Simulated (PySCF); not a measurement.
H3O3Si, SMILES [Si](O)(O)O, multiplicity 2. Atoms are numbered in the order given.

```xyz
7

O     -0.7079    -1.3814    -0.2238
Si     0.0000     0.0000     0.3731
O     -0.8424     1.3038    -0.2238
O      1.5503     0.0776    -0.2238
H     -1.6211    -1.5340     0.0490
H     -0.5179     2.1709     0.0490
H      2.1390    -0.6370     0.0490
```
Charge 0, spin multiplicity 2.

Geometry optimised at r2SCAN-D4/def2-SVP. The isomer is the one that the SMILES or the coordinates give; other isomers of the formula were not compared. Other conformers were not sampled.

Level of theory: PBE/def2-TZVPD in PySCF.

The molecule is in vacuum.

### Question
Estimate the frontier levels, dipole moment and polarisability. (Estimate from the structure and the level; the computed values follow.)

### Answer

α spin, highest occupied and lowest empty level: -4.82 and -0.65 eV
β spin, highest occupied and lowest empty level: -7.97 and -3.13 eV
dipole moment: 1.46 D
quadrupole, principal values (traceless, Buckingham form, about the centre of nuclear charge): -6.38, 3.19, 3.19 D·Å
mean static polarisability: 47.3 bohr³ (7.02 Å³)
polarisability, principal values: 42.1, 50.0, 50.0 bohr³
⟨S²⟩: 0.752 (pure state 0.75)
